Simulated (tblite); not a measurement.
CH5NOSi2.
Cartesian coordinates in Å at the GFN2-xTB level; atoms count from 1:
```
atom  x, y, z in Å
C1     2.3013   -2.3591   -0.5263
N2     1.7718   -1.4260   -0.0586
Si3    0.9291   -0.0443    0.5861
Si4   -0.9687    0.2114   -0.6832
O5    -1.6172    1.5165    0.0488
H6     0.7615   -0.4139    1.9969
H7     1.9504    1.0073    0.5068
H8    -0.7536    0.5060   -2.1067
H9    -1.9265   -0.9024   -0.6392
H10   -2.4393    1.9091   -0.2308
```

All values are computed: GFN2-xTB (tblite) harmonic vibrations without scaling, gas phase. This tight-binding method is rough: wavenumbers can miss measured ones by several per cent, in bad cases by 10 to 20. Modes of hydrogen on silicon can be 10 to 20 % off. One conformer, not necessarily the lowest.

Harmonic wavenumbers (cm⁻¹): 32.0, 88.5, 171.5, 208.1, 248.0, 304.0, 377.6, 466.6, 481.3, 593.1, 608.5, 661.2, 689.3, 743.1, 786.4, 814.2, 843.0, 878.7, 2163.0, 2173.3, 2208.0, 2209.4, 2226.5, 3662.2.

A = 8763, B = 1540, C = 1349 MHz; mass 102.991 u (most abundant isotopes); point group Cs, symmetry number 1.

Question: What is the zero-point energy?

Answer: Half the sum of the wavenumbers: 11819 cm⁻¹ = 33.79 kcal/mol.

Question: Entropy at 298.15 K, 1 bar (ideal gas, RRHO, classical rotation)?

Answer: Translation 39.83, rotation 27.27, vibration 22.09: S = 89.2 cal/(mol K).

Question: And Cp and H(298.15 K) − H(0)?

Answer: Cp = 30.17 cal/(mol K), of which vibrations give 22.22 (their classical limit is 24 R = 47.7); H(298.15 K) − H(0) = 5.79 kcal/mol without the zero-point energy, 3.42 from vibrations.

Question: Blend soft modes into free rotors: weight 1/[1 + (100 cm⁻¹/ν̃)⁴] for the oscillator and the rest for a rotor with moment μB/(μ + B), μ = h/(8π²ν), B = 10⁻⁴⁴ kg m². What vibrational entropy results?

Answer: 19.96 cal/(mol K) in place of 22.09, which changes −T·S at 298.15 K by +0.64 kcal/mol.

Question: How do the functions run with temperature in this model?

Answer: 
```tsv
T (K)	S (cal/(mol K))	Cp (cal/(mol K))	H − H(0) (kcal/mol)	G − H(0) (kcal/mol)	ln q(vib)
100	65.1	15.7	1.17	-5.35	1.51
200	78.5	23.7	3.13	-12.56	3.43
300	89.4	30.3	5.85	-20.97	5.37
500	106.9	38.0	12.76	-40.67	9.10
800	126.2	44.1	25.16	-75.78	13.95
1000	136.3	46.7	34.25	-102.06	16.75
```

q(vib) and H(0) count from the zero-point level.

Hindered rotation and anharmonicity are outside this model. Other conformers, if any are populated, would add a mixing term that is left out.
